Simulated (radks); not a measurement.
Isoelectronic series with 2 electrons, all held in the configuration [He], which need not be the ground one along the series. All-electron calculation, scalar-relativistic Kohn-Sham, PBE, spin-polarised, spherical densities, finite nucleus; Fermi nuclear charge, rms radius of each element as measured or else 0.836 A^(1/3) + 0.57 fm. Program: a radial shooting solver on a logarithmic mesh with Libxc functionals. Total energies (hartree) and mean radii <r> (bohr):

ion    E (hartree)       1s
He        -2.89307   0.9458
Ne8+     -93.91468   0.1561
Ar16+   -314.03075  0.08477
Fe24+   -665.57267  0.05791
Se32+  -1152.36232  0.04374
Mo40+  -1779.93100  0.03492
Sn48+  -2555.84837  0.02887
Ce56+   -3490.2170  0.02443
